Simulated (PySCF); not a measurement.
# Basis-set dependence of InH⁺ at r²SCAN

PySCF, UKS reference; doublet, unpaired electrons σ ↑; De to In⁺ + H without counterpoise correction.

```csv
basis,relativity,functions,Re (Å),ωe (cm⁻¹),De (eV),μ (D)
def2-SVPD,scalar-relativistic core potentials,40,1.875,999,0.47,0.34
x2c-SVPall,spin-free X2C,41,1.859,1075,0.50,0.24
def2-TZVP,scalar-relativistic core potentials,56,1.853,1062,0.50,0.31
def2-TZVPPD,scalar-relativistic core potentials,73,1.855,1052,0.51,0.32
```

**Question.** How does each smaller set differ from the one with most functions, def2-TZVPPD?

**Answer.** def2-SVPD: +2.0 pm, -5.0 % in ωe, -0.04 eV in De; x2c-SVPall: +0.4 pm, +2.2 % in ωe, -0.01 eV in De; def2-TZVP: -0.2 pm, +1.0 % in ωe, -0.01 eV in De. All at r²SCAN; the set with most functions is neither the basis-set limit nor always the best. The rows treat relativity differently, so the differences are not basis effects alone.

A positive dipole points towards H; it is taken about the centre of mass and depends on that origin. Spin–orbit coupling is left out. For an ion De counts to the pair picked by the measured ionisation energies or electron affinities, which need not be the lowest pair at this level. The state is the lowest determinant that a PBE0 search found; another state may lie lower at other levels.
